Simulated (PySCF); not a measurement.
AlH4N, AlFHN (calculated)

Computed with PySCF 2.14.0. Calculation on a computer-drawn molecule: vertical ionisation energy to the stated ion spin, frozen-core CCSD(T) at the basis limit and cheaper methods, single-reference cases, UHF for radicals, no spin-orbit; all values are single points at the evaluated structure, the first of each entry, which is the reference or a displaced copy of it and isn't optimised; the reference structure only sets the zero of the energies above reference; triples share is (T) over the correlation energy.

Common to all runs: charge 0; multiplicity 1; ion multiplicity 2; diffuse functions no; basis cc-pV(n+d)Z; reference is the Hartree-Fock double-zeta minimum; best is HF at quadruple zeta + MP2 correlation extrapolated from triple and quadruple zeta + CCSD(T) minus MP2 at triple zeta; basis step is the size of the change from the same recipe one zeta lower.

(1) 
```xyz
6
formula=AlH4N ionisation_energy_best=9.691 ionisation_energy_basis_step=0.05674 energy_above_reference_best=9.685 energy_above_reference_basis_step=0.2102 ionisation_energy_Koopmans_at_triple_zeta=10.32 ionisation_energy_EOM_CCSD_at_triple_zeta=9.537 total_energy_HF_triple_zeta=-298.7410 total_energy_CCSD(T)_triple_zeta=-299.0820 total_energy_best=-299.1269 T1_diagnostic_at_triple_zeta=0.01245 D1_diagnostic_at_triple_zeta=0.03604 ion_T1_diagnostic_at_triple_zeta=0.008128 ion_D1_diagnostic_at_triple_zeta=0.01787 ion_spin_squared_at_triple_zeta=0.758 triples_share_at_triple_zeta=0.03097 basis_functions_triple_zeta=125 dipole_magnitude_HF_at_triple_zeta=0.2031 dipole_magnitude_CCSD_unrelaxed_at_triple_zeta=0.3999 dipole_magnitude_PBE_at_triple_zeta=0.6537 dipole_magnitude_r2SCAN_at_triple_zeta=0.5626 dipole_magnitude_B3LYP_at_triple_zeta=0.4893 dipole_magnitude_wB97X_at_triple_zeta=0.3892
N      0.3832     0.5565     1.2490
Al     2.0754     0.8399     2.0608
H     -0.4217     1.0127     1.5238
H      0.1306    -0.1172     0.6379
H      2.0803     1.9306     3.2176
H      3.1457    -0.0403     1.5507
```

Units: ionisation_energy_best, ionisation_energy_basis_step, ionisation_energy_Koopmans_at_triple_zeta, ionisation_energy_EOM_CCSD_at_triple_zeta in eV; energy_above_reference_best, energy_above_reference_basis_step in kcal/mol; total_energy_HF_triple_zeta, total_energy_CCSD(T)_triple_zeta, total_energy_best in hartree; dipole_magnitude_HF_at_triple_zeta, dipole_magnitude_CCSD_unrelaxed_at_triple_zeta, dipole_magnitude_PBE_at_triple_zeta, dipole_magnitude_r2SCAN_at_triple_zeta, dipole_magnitude_B3LYP_at_triple_zeta, dipole_magnitude_wB97X_at_triple_zeta in debye.

Reference structure:
```xyz
6
AlH4N
N      0.3971     0.5293     1.3036
Al     1.9678     0.8001     2.0579
H     -0.4494     1.0140     1.5377
H      0.2117    -0.1334     0.5737
H      2.0780     1.8878     3.1967
H      3.1978    -0.0566     1.5627
```

Drawn bonds:
```csv
atom,other atom,order
1,2,1
1,3,1
1,4,1
2,5,1
2,6,1
```

Triple zeta:
```csv
method,ionisation energy (eV),energy above reference (kcal/mol)
HF,7.938,9.689
PBE,9.564,10.15
r2SCAN,9.476,10.1
B3LYP,9.606,9.777
wB97X,9.548,10.2
MP2,9.62,9.686
CCSD,9.382,9.899
CCSD(T),9.497,9.89
```

(2) 
```xyz
6
formula=AlH4N ionisation_energy_best=9.663 ionisation_energy_basis_step=0.05798 energy_above_reference_best=10.73 energy_above_reference_basis_step=0.2948 ionisation_energy_Koopmans_at_triple_zeta=10.28 ionisation_energy_EOM_CCSD_at_triple_zeta=9.502 total_energy_HF_triple_zeta=-298.7395 total_energy_CCSD(T)_triple_zeta=-299.0803 total_energy_best=-299.1252 T1_diagnostic_at_triple_zeta=0.01236 D1_diagnostic_at_triple_zeta=0.03602 ion_T1_diagnostic_at_triple_zeta=0.007862 ion_D1_diagnostic_at_triple_zeta=0.01649 ion_spin_squared_at_triple_zeta=0.758 triples_share_at_triple_zeta=0.03085 basis_functions_triple_zeta=125 dipole_magnitude_HF_at_triple_zeta=0.1107 dipole_magnitude_CCSD_unrelaxed_at_triple_zeta=0.3141 dipole_magnitude_PBE_at_triple_zeta=0.5809 dipole_magnitude_r2SCAN_at_triple_zeta=0.4816 dipole_magnitude_B3LYP_at_triple_zeta=0.4094 dipole_magnitude_wB97X_at_triple_zeta=0.3037
N      0.3832     0.5565     1.2490
Al     2.0754     0.8399     2.0608
H     -0.4217     1.0127     1.5238
H      0.1306    -0.1172     0.6379
H      2.0800     1.8675     3.1507
H      3.1457    -0.0403     1.5507
```

Units: ionisation_energy_best, ionisation_energy_basis_step, ionisation_energy_Koopmans_at_triple_zeta, ionisation_energy_EOM_CCSD_at_triple_zeta in eV; energy_above_reference_best, energy_above_reference_basis_step in kcal/mol; total_energy_HF_triple_zeta, total_energy_CCSD(T)_triple_zeta, total_energy_best in hartree; dipole_magnitude_HF_at_triple_zeta, dipole_magnitude_CCSD_unrelaxed_at_triple_zeta, dipole_magnitude_PBE_at_triple_zeta, dipole_magnitude_r2SCAN_at_triple_zeta, dipole_magnitude_B3LYP_at_triple_zeta, dipole_magnitude_wB97X_at_triple_zeta in debye.

Reference structure:
```xyz
6
AlH4N
N      0.3971     0.5293     1.3036
Al     1.9678     0.8001     2.0579
H     -0.4494     1.0140     1.5377
H      0.2117    -0.1334     0.5737
H      2.0780     1.8878     3.1967
H      3.1978    -0.0566     1.5627
```

Drawn bonds:
```csv
atom,other atom,order
1,2,1
1,3,1
1,4,1
2,5,1
2,6,1
```

Triple zeta:
```csv
method,ionisation energy (eV),energy above reference (kcal/mol)
HF,7.903,10.66
PBE,9.565,11.53
r2SCAN,9.449,11.18
B3LYP,9.579,10.71
wB97X,9.517,11.16
MP2,9.588,10.59
CCSD,9.352,10.93
CCSD(T),9.467,10.94
```

(3) 
```xyz
6
formula=AlH4N ionisation_energy_best=9.674 ionisation_energy_basis_step=0.05747 energy_above_reference_best=9.929 energy_above_reference_basis_step=0.2554 ionisation_energy_Koopmans_at_triple_zeta=10.3 ionisation_energy_EOM_CCSD_at_triple_zeta=9.516 total_energy_HF_triple_zeta=-298.7407 total_energy_CCSD(T)_triple_zeta=-299.0815 total_energy_best=-299.1265 T1_diagnostic_at_triple_zeta=0.01239 D1_diagnostic_at_triple_zeta=0.03602 ion_T1_diagnostic_at_triple_zeta=0.007959 ion_D1_diagnostic_at_triple_zeta=0.01698 ion_spin_squared_at_triple_zeta=0.758 triples_share_at_triple_zeta=0.0309 basis_functions_triple_zeta=125 dipole_magnitude_HF_at_triple_zeta=0.1265 dipole_magnitude_CCSD_unrelaxed_at_triple_zeta=0.3414 dipole_magnitude_PBE_at_triple_zeta=0.606 dipole_magnitude_r2SCAN_at_triple_zeta=0.5089 dipole_magnitude_B3LYP_at_triple_zeta=0.4356 dipole_magnitude_wB97X_at_triple_zeta=0.33
N      0.3832     0.5565     1.2490
Al     2.0754     0.8399     2.0608
H     -0.4217     1.0127     1.5238
H      0.1306    -0.1172     0.6379
H      2.0801     1.8929     3.1776
H      3.1457    -0.0403     1.5507
```

Units: ionisation_energy_best, ionisation_energy_basis_step, ionisation_energy_Koopmans_at_triple_zeta, ionisation_energy_EOM_CCSD_at_triple_zeta in eV; energy_above_reference_best, energy_above_reference_basis_step in kcal/mol; total_energy_HF_triple_zeta, total_energy_CCSD(T)_triple_zeta, total_energy_best in hartree; dipole_magnitude_HF_at_triple_zeta, dipole_magnitude_CCSD_unrelaxed_at_triple_zeta, dipole_magnitude_PBE_at_triple_zeta, dipole_magnitude_r2SCAN_at_triple_zeta, dipole_magnitude_B3LYP_at_triple_zeta, dipole_magnitude_wB97X_at_triple_zeta in debye.

Reference structure:
```xyz
6
AlH4N
N      0.3971     0.5293     1.3036
Al     1.9678     0.8001     2.0579
H     -0.4494     1.0140     1.5377
H      0.2117    -0.1334     0.5737
H      2.0780     1.8878     3.1967
H      3.1978    -0.0566     1.5627
```

Drawn bonds:
```csv
atom,other atom,order
1,2,1
1,3,1
1,4,1
2,5,1
2,6,1
```

Triple zeta:
```csv
method,ionisation energy (eV),energy above reference (kcal/mol)
HF,7.917,9.884
PBE,9.565,10.61
r2SCAN,9.46,10.38
B3LYP,9.59,9.967
wB97X,9.529,10.41
MP2,9.601,9.849
CCSD,9.364,10.14
CCSD(T),9.479,10.15
```

(4) 
```xyz
6
formula=AlH4N ionisation_energy_best=9.68 ionisation_energy_basis_step=0.05723 energy_above_reference_best=9.734 energy_above_reference_basis_step=0.2389 ionisation_energy_Koopmans_at_triple_zeta=10.3 ionisation_energy_EOM_CCSD_at_triple_zeta=9.523 total_energy_HF_triple_zeta=-298.7410 total_energy_CCSD(T)_triple_zeta=-299.0819 total_energy_best=-299.1268 T1_diagnostic_at_triple_zeta=0.01241 D1_diagnostic_at_triple_zeta=0.03603 ion_T1_diagnostic_at_triple_zeta=0.008011 ion_D1_diagnostic_at_triple_zeta=0.01725 ion_spin_squared_at_triple_zeta=0.758 triples_share_at_triple_zeta=0.03092 basis_functions_triple_zeta=125 dipole_magnitude_HF_at_triple_zeta=0.1468 dipole_magnitude_CCSD_unrelaxed_at_triple_zeta=0.3585 dipole_magnitude_PBE_at_triple_zeta=0.6203 dipole_magnitude_r2SCAN_at_triple_zeta=0.5249 dipole_magnitude_B3LYP_at_triple_zeta=0.4513 dipole_magnitude_wB97X_at_triple_zeta=0.3469
N      0.3832     0.5565     1.2490
Al     2.0754     0.8399     2.0608
H     -0.4217     1.0127     1.5238
H      0.1306    -0.1172     0.6379
H      2.0802     1.9052     3.1907
H      3.1457    -0.0403     1.5507
```

Units: ionisation_energy_best, ionisation_energy_basis_step, ionisation_energy_Koopmans_at_triple_zeta, ionisation_energy_EOM_CCSD_at_triple_zeta in eV; energy_above_reference_best, energy_above_reference_basis_step in kcal/mol; total_energy_HF_triple_zeta, total_energy_CCSD(T)_triple_zeta, total_energy_best in hartree; dipole_magnitude_HF_at_triple_zeta, dipole_magnitude_CCSD_unrelaxed_at_triple_zeta, dipole_magnitude_PBE_at_triple_zeta, dipole_magnitude_r2SCAN_at_triple_zeta, dipole_magnitude_B3LYP_at_triple_zeta, dipole_magnitude_wB97X_at_triple_zeta in debye.

Reference structure:
```xyz
6
AlH4N
N      0.3971     0.5293     1.3036
Al     1.9678     0.8001     2.0579
H     -0.4494     1.0140     1.5377
H      0.2117    -0.1334     0.5737
H      2.0780     1.8878     3.1967
H      3.1978    -0.0566     1.5627
```

Drawn bonds:
```csv
atom,other atom,order
1,2,1
1,3,1
1,4,1
2,5,1
2,6,1
```

Triple zeta:
```csv
method,ionisation energy (eV),energy above reference (kcal/mol)
HF,7.923,9.703
PBE,9.565,10.35
r2SCAN,9.465,10.17
B3LYP,9.595,9.794
wB97X,9.535,10.23
MP2,9.607,9.68
CCSD,9.37,9.946
CCSD(T),9.485,9.949
```

(5) 
```xyz
6
formula=AlH4N ionisation_energy_best=10.11 ionisation_energy_basis_step=0.05117 energy_above_reference_best=4.993 energy_above_reference_basis_step=0.06489 ionisation_energy_Koopmans_at_triple_zeta=10.75 ionisation_energy_EOM_CCSD_at_triple_zeta=9.969 total_energy_HF_triple_zeta=-298.7496 total_energy_CCSD(T)_triple_zeta=-299.0896 total_energy_best=-299.1344 T1_diagnostic_at_triple_zeta=0.01131 D1_diagnostic_at_triple_zeta=0.0314 ion_T1_diagnostic_at_triple_zeta=0.008266 ion_D1_diagnostic_at_triple_zeta=0.0164 ion_spin_squared_at_triple_zeta=0.7578 triples_share_at_triple_zeta=0.03047 basis_functions_triple_zeta=125 dipole_magnitude_HF_at_triple_zeta=0.9535 dipole_magnitude_CCSD_unrelaxed_at_triple_zeta=1.102 dipole_magnitude_PBE_at_triple_zeta=1.28 dipole_magnitude_r2SCAN_at_triple_zeta=1.229 dipole_magnitude_B3LYP_at_triple_zeta=1.165 dipole_magnitude_wB97X_at_triple_zeta=1.095
N      0.3679     0.5096     1.2583
Al     1.9882     0.7956     2.0249
H     -0.4375     0.9780     1.5604
H      0.1775    -0.0973     0.5587
H      2.1514     1.8872     3.1748
H      3.1403    -0.0136     1.5602
```

Units: ionisation_energy_best, ionisation_energy_basis_step, ionisation_energy_Koopmans_at_triple_zeta, ionisation_energy_EOM_CCSD_at_triple_zeta in eV; energy_above_reference_best, energy_above_reference_basis_step in kcal/mol; total_energy_HF_triple_zeta, total_energy_CCSD(T)_triple_zeta, total_energy_best in hartree; dipole_magnitude_HF_at_triple_zeta, dipole_magnitude_CCSD_unrelaxed_at_triple_zeta, dipole_magnitude_PBE_at_triple_zeta, dipole_magnitude_r2SCAN_at_triple_zeta, dipole_magnitude_B3LYP_at_triple_zeta, dipole_magnitude_wB97X_at_triple_zeta in debye.

Reference structure:
```xyz
6
AlH4N
N      0.3971     0.5293     1.3036
Al     1.9678     0.8001     2.0579
H     -0.4494     1.0140     1.5377
H      0.2117    -0.1334     0.5737
H      2.0780     1.8878     3.1967
H      3.1978    -0.0566     1.5627
```

Drawn bonds:
```csv
atom,other atom,order
1,2,1
1,3,1
1,4,1
2,5,1
2,6,1
```

Triple zeta:
```csv
method,ionisation energy (eV),energy above reference (kcal/mol)
HF,8.39,4.289
PBE,9.777,5.779
r2SCAN,9.828,5.269
B3LYP,9.979,5.025
wB97X,9.978,5.123
MP2,10.05,4.9
CCSD,9.814,4.994
CCSD(T),9.924,5.112
```

(6) 
```xyz
4
formula=AlFHN ionisation_energy_best=9.353 ionisation_energy_basis_step=0.06423 energy_above_reference_best=2.557 energy_above_reference_basis_step=0.04156 ionisation_energy_Koopmans_at_triple_zeta=9.751 ionisation_energy_EOM_CCSD_at_triple_zeta=9.161 total_energy_HF_triple_zeta=-396.4663 total_energy_CCSD(T)_triple_zeta=-397.0243 total_energy_best=-397.1172 T1_diagnostic_at_triple_zeta=0.016 D1_diagnostic_at_triple_zeta=0.03829 ion_T1_diagnostic_at_triple_zeta=0.01394 ion_D1_diagnostic_at_triple_zeta=0.03213 ion_spin_squared_at_triple_zeta=0.7595 triples_share_at_triple_zeta=0.03663 basis_functions_triple_zeta=113 dipole_magnitude_HF_at_triple_zeta=1.419 dipole_magnitude_CCSD_unrelaxed_at_triple_zeta=1.06 dipole_magnitude_PBE_at_triple_zeta=0.9015 dipole_magnitude_r2SCAN_at_triple_zeta=1.052 dipole_magnitude_B3LYP_at_triple_zeta=1.014 dipole_magnitude_wB97X_at_triple_zeta=1.23
N      0.6854    -0.8807     0.4266
Al    -0.5737     0.0121     0.5503
F     -1.8876     0.9703     0.7436
H      1.4921    -1.5120     0.2801
```

Units: ionisation_energy_best, ionisation_energy_basis_step, ionisation_energy_Koopmans_at_triple_zeta, ionisation_energy_EOM_CCSD_at_triple_zeta in eV; energy_above_reference_best, energy_above_reference_basis_step in kcal/mol; total_energy_HF_triple_zeta, total_energy_CCSD(T)_triple_zeta, total_energy_best in hartree; dipole_magnitude_HF_at_triple_zeta, dipole_magnitude_CCSD_unrelaxed_at_triple_zeta, dipole_magnitude_PBE_at_triple_zeta, dipole_magnitude_r2SCAN_at_triple_zeta, dipole_magnitude_B3LYP_at_triple_zeta, dipole_magnitude_wB97X_at_triple_zeta in debye.

Reference structure:
```xyz
4
AlFHN
N      0.6760    -0.9195     0.4094
Al    -0.5829     0.0179     0.5850
F     -1.8841     0.9884     0.7670
H      1.4640    -1.5071     0.2985
```

Drawn bonds:
```csv
atom,other atom,order
1,2,2
2,3,1
1,4,1
```

Triple zeta:
```csv
method,ionisation energy (eV),energy above reference (kcal/mol)
HF,7.457,2.393
PBE,9.281,2.163
r2SCAN,9.079,2.256
B3LYP,9.207,2.169
wB97X,9.082,2.061
MP2,9.31,2.626
CCSD,8.98,2.429
CCSD(T),9.132,2.512
```

(7) 
```xyz
4
formula=AlFHN ionisation_energy_best=9.34 ionisation_energy_basis_step=0.07114 energy_above_reference_best=1.485 energy_above_reference_basis_step=0.305 ionisation_energy_Koopmans_at_triple_zeta=9.719 ionisation_energy_EOM_CCSD_at_triple_zeta=9.155 total_energy_HF_triple_zeta=-396.4653 total_energy_CCSD(T)_triple_zeta=-397.0259 total_energy_best=-397.1189 T1_diagnostic_at_triple_zeta=0.01693 D1_diagnostic_at_triple_zeta=0.04003 ion_T1_diagnostic_at_triple_zeta=0.01489 ion_D1_diagnostic_at_triple_zeta=0.03432 ion_spin_squared_at_triple_zeta=0.7596 triples_share_at_triple_zeta=0.03747 basis_functions_triple_zeta=113 dipole_magnitude_HF_at_triple_zeta=1.284 dipole_magnitude_CCSD_unrelaxed_at_triple_zeta=0.9123 dipole_magnitude_PBE_at_triple_zeta=0.7781 dipole_magnitude_r2SCAN_at_triple_zeta=0.9245 dipole_magnitude_B3LYP_at_triple_zeta=0.8852 dipole_magnitude_wB97X_at_triple_zeta=1.105
N      0.6789    -0.9185     0.4073
Al    -0.5846     0.0178     0.5860
F     -1.9429     1.0310     0.7756
H      1.4667    -1.5076     0.3007
```

Units: ionisation_energy_best, ionisation_energy_basis_step, ionisation_energy_Koopmans_at_triple_zeta, ionisation_energy_EOM_CCSD_at_triple_zeta in eV; energy_above_reference_best, energy_above_reference_basis_step in kcal/mol; total_energy_HF_triple_zeta, total_energy_CCSD(T)_triple_zeta, total_energy_best in hartree; dipole_magnitude_HF_at_triple_zeta, dipole_magnitude_CCSD_unrelaxed_at_triple_zeta, dipole_magnitude_PBE_at_triple_zeta, dipole_magnitude_r2SCAN_at_triple_zeta, dipole_magnitude_B3LYP_at_triple_zeta, dipole_magnitude_wB97X_at_triple_zeta in debye.

Reference structure:
```xyz
4
AlFHN
N      0.6760    -0.9195     0.4094
Al    -0.5829     0.0179     0.5850
F     -1.8841     0.9884     0.7670
H      1.4640    -1.5071     0.2985
```

Drawn bonds:
```csv
atom,other atom,order
1,2,2
2,3,1
1,4,1
```

Triple zeta:
```csv
method,ionisation energy (eV),energy above reference (kcal/mol)
HF,7.426,3.011
PBE,9.262,0.7376
r2SCAN,9.055,1.575
B3LYP,9.186,1.459
wB97X,9.054,1.603
MP2,9.295,1.249
CCSD,8.96,1.725
CCSD(T),9.114,1.455
```

(8) 
```xyz
4
formula=AlFHN ionisation_energy_best=9.48 ionisation_energy_basis_step=0.06259 energy_above_reference_best=5.781 energy_above_reference_basis_step=0.02782 ionisation_energy_Koopmans_at_triple_zeta=9.863 ionisation_energy_EOM_CCSD_at_triple_zeta=9.303 total_energy_HF_triple_zeta=-396.4644 total_energy_CCSD(T)_triple_zeta=-397.0191 total_energy_best=-397.1121 T1_diagnostic_at_triple_zeta=0.0156 D1_diagnostic_at_triple_zeta=0.03685 ion_T1_diagnostic_at_triple_zeta=0.01366 ion_D1_diagnostic_at_triple_zeta=0.03102 ion_spin_squared_at_triple_zeta=0.7582 triples_share_at_triple_zeta=0.0358 basis_functions_triple_zeta=113 dipole_magnitude_HF_at_triple_zeta=1.468 dipole_magnitude_CCSD_unrelaxed_at_triple_zeta=1.14 dipole_magnitude_PBE_at_triple_zeta=0.99 dipole_magnitude_r2SCAN_at_triple_zeta=1.132 dipole_magnitude_B3LYP_at_triple_zeta=1.094 dipole_magnitude_wB97X_at_triple_zeta=1.292
N      0.7441    -0.8158     0.4262
Al    -0.5023     0.0595     0.5605
F     -1.8445     0.9779     0.7498
H      1.4017    -1.4815     0.3343
```

Units: ionisation_energy_best, ionisation_energy_basis_step, ionisation_energy_Koopmans_at_triple_zeta, ionisation_energy_EOM_CCSD_at_triple_zeta in eV; energy_above_reference_best, energy_above_reference_basis_step in kcal/mol; total_energy_HF_triple_zeta, total_energy_CCSD(T)_triple_zeta, total_energy_best in hartree; dipole_magnitude_HF_at_triple_zeta, dipole_magnitude_CCSD_unrelaxed_at_triple_zeta, dipole_magnitude_PBE_at_triple_zeta, dipole_magnitude_r2SCAN_at_triple_zeta, dipole_magnitude_B3LYP_at_triple_zeta, dipole_magnitude_wB97X_at_triple_zeta in debye.

Reference structure:
```xyz
4
AlFHN
N      0.6760    -0.9195     0.4094
Al    -0.5829     0.0179     0.5850
F     -1.8841     0.9884     0.7670
H      1.4640    -1.5071     0.2985
```

Drawn bonds:
```csv
atom,other atom,order
1,2,2
2,3,1
1,4,1
```

Triple zeta:
```csv
method,ionisation energy (eV),energy above reference (kcal/mol)
HF,7.611,3.57
PBE,9.418,6.194
r2SCAN,9.218,5.324
B3LYP,9.351,5.169
wB97X,9.23,4.745
MP2,9.428,6.01
CCSD,9.121,5.31
CCSD(T),9.265,5.758
```

(9) 
```xyz
4
formula=AlFHN ionisation_energy_best=9.825 ionisation_energy_basis_step=0.05627 energy_above_reference_best=22.57 energy_above_reference_basis_step=0.04885 ionisation_energy_Koopmans_at_triple_zeta=10.26 ionisation_energy_EOM_CCSD_at_triple_zeta=9.66 total_energy_HF_triple_zeta=-396.4417 total_energy_CCSD(T)_triple_zeta=-396.9924 total_energy_best=-397.0853 T1_diagnostic_at_triple_zeta=0.01448 D1_diagnostic_at_triple_zeta=0.03351 ion_T1_diagnostic_at_triple_zeta=0.01373 ion_D1_diagnostic_at_triple_zeta=0.03223 ion_spin_squared_at_triple_zeta=0.7573 triples_share_at_triple_zeta=0.03448 basis_functions_triple_zeta=113 dipole_magnitude_HF_at_triple_zeta=1.128 dipole_magnitude_CCSD_unrelaxed_at_triple_zeta=0.9067 dipole_magnitude_PBE_at_triple_zeta=0.7764 dipole_magnitude_r2SCAN_at_triple_zeta=0.8902 dipole_magnitude_B3LYP_at_triple_zeta=0.8483 dipole_magnitude_wB97X_at_triple_zeta=1.005
N      0.7441    -0.8158     0.4262
Al    -0.4314     0.0097     0.5529
F     -1.7736     0.9281     0.7422
H      1.4017    -1.4815     0.3343
```

Units: ionisation_energy_best, ionisation_energy_basis_step, ionisation_energy_Koopmans_at_triple_zeta, ionisation_energy_EOM_CCSD_at_triple_zeta in eV; energy_above_reference_best, energy_above_reference_basis_step in kcal/mol; total_energy_HF_triple_zeta, total_energy_CCSD(T)_triple_zeta, total_energy_best in hartree; dipole_magnitude_HF_at_triple_zeta, dipole_magnitude_CCSD_unrelaxed_at_triple_zeta, dipole_magnitude_PBE_at_triple_zeta, dipole_magnitude_r2SCAN_at_triple_zeta, dipole_magnitude_B3LYP_at_triple_zeta, dipole_magnitude_wB97X_at_triple_zeta in debye.

Reference structure:
```xyz
4
AlFHN
N      0.6760    -0.9195     0.4094
Al    -0.5829     0.0179     0.5850
F     -1.8841     0.9884     0.7670
H      1.4640    -1.5071     0.2985
```

Drawn bonds:
```csv
atom,other atom,order
1,2,2
2,3,1
1,4,1
```

Triple zeta:
```csv
method,ionisation energy (eV),energy above reference (kcal/mol)
HF,8.023,17.79
PBE,9.762,22.96
r2SCAN,9.582,21.28
B3LYP,9.716,20.82
wB97X,9.614,19.78
MP2,9.768,23.08
CCSD,9.489,21.48
CCSD(T),9.619,22.48
```

(10) 
```xyz
4
formula=AlFHN ionisation_energy_best=9.141 ionisation_energy_basis_step=0.07018 energy_above_reference_best=1.636 energy_above_reference_basis_step=0.02545 ionisation_energy_Koopmans_at_triple_zeta=9.477 ionisation_energy_EOM_CCSD_at_triple_zeta=8.949 total_energy_HF_triple_zeta=-396.4659 total_energy_CCSD(T)_triple_zeta=-397.0256 total_energy_best=-397.1187 T1_diagnostic_at_triple_zeta=0.01719 D1_diagnostic_at_triple_zeta=0.04156 ion_T1_diagnostic_at_triple_zeta=0.01429 ion_D1_diagnostic_at_triple_zeta=0.03419 ion_spin_squared_at_triple_zeta=0.7598 triples_share_at_triple_zeta=0.03748 basis_functions_triple_zeta=113 dipole_magnitude_HF_at_triple_zeta=1.86 dipole_magnitude_CCSD_unrelaxed_at_triple_zeta=1.391 dipole_magnitude_PBE_at_triple_zeta=1.227 dipole_magnitude_r2SCAN_at_triple_zeta=1.4 dipole_magnitude_B3LYP_at_triple_zeta=1.367 dipole_magnitude_wB97X_at_triple_zeta=1.615
N      0.7441    -0.8158     0.4262
Al    -0.5797     0.1139     0.5688
F     -1.9219     1.0323     0.7581
H      1.4017    -1.4815     0.3343
```

Units: ionisation_energy_best, ionisation_energy_basis_step, ionisation_energy_Koopmans_at_triple_zeta, ionisation_energy_EOM_CCSD_at_triple_zeta in eV; energy_above_reference_best, energy_above_reference_basis_step in kcal/mol; total_energy_HF_triple_zeta, total_energy_CCSD(T)_triple_zeta, total_energy_best in hartree; dipole_magnitude_HF_at_triple_zeta, dipole_magnitude_CCSD_unrelaxed_at_triple_zeta, dipole_magnitude_PBE_at_triple_zeta, dipole_magnitude_r2SCAN_at_triple_zeta, dipole_magnitude_B3LYP_at_triple_zeta, dipole_magnitude_wB97X_at_triple_zeta in debye.

Reference structure:
```xyz
4
AlFHN
N      0.6760    -0.9195     0.4094
Al    -0.5829     0.0179     0.5850
F     -1.8841     0.9884     0.7670
H      1.4640    -1.5071     0.2985
```

Drawn bonds:
```csv
atom,other atom,order
1,2,2
2,3,1
1,4,1
```

Triple zeta:
```csv
method,ionisation energy (eV),energy above reference (kcal/mol)
HF,7.189,2.604
PBE,9.076,1.803
r2SCAN,8.855,1.983
B3LYP,8.986,2.074
wB97X,8.843,2.412
MP2,9.1,1.517
CCSD,8.754,1.927
CCSD(T),8.918,1.674
```
